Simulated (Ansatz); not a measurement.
Stepwise reaction of `[SiH3][AsH][SiH3]` with hydrogen, as a gas-phase model of exchange steps in deposition or etching. ΔE in kJ/mol; ΔG adds harmonic PBE0-D4 terms to CCSD(T)/CBS, at 1 bar.

Isolated molecules relaxed with PBE0-D4/def2-TZVP in Ansatz; ΔE leaves out vibrations. CCSD(T)/CBS is the MP2 limit (def2-TZVPP, def2-QZVPP) plus CCSD(T) − MP2 in def2-TZVPP, frozen cores. This one scheme is used for every species. DFT in def2-TZVPP. B3LYP here is the variant with VWN-RPA as its local correlation; programs differ in this. For As outer-core shells are correlated without core-valence functions, which leaves a few kJ/mol of doubt a bond. Scalar relativity is left out up to krypton.

```csv
step,reaction,PBE-D4,B3LYP-D4,ωB97M-V,CCSD(T)/CBS,ΔG(600 K)
2,`[SiH3][AsH2]` + H₂ → `[AsH3]` + SiH₄,16.5,6.6,6.0,10.2,14.5
```

(1) Give the row of step 1, `[SiH3][AsH][SiH3]` + H₂ → `[SiH3][AsH2]` + SiH₄. (Best estimate.)

(2) By hand: ΔE of the 2 steps together at CCSD(T)/CBS.

## Answers

(1) The calculation gave: 
```json
{"step": "1", "reaction": "`[SiH3][AsH][SiH3]` + H₂ → `[SiH3][AsH2]` + SiH₄", "PBE-D4": "24.1", "B3LYP-D4": "14.0", "ωB97M-V": "13.7", "CCSD(T)/CBS": "18.3", "ΔG(600 K)": "18.3"}
```

(2) (18.3) + (10.2) = 28.5 kJ/mol, or 14.2 kJ/mol a step.

In ΔE each step is lower than the one before. All are uphill at CCSD(T)/CBS. ΔG lies between 14.5 and 18.3 kJ/mol a step. PBE-D4 differs from CCSD(T)/CBS by 5.8 to 6.3 kJ/mol a step. Only this route is followed, and other bonds may react first. Isolated molecules leave out the surface, adducts and barriers. Largest T1 diagnostic: 0.012.
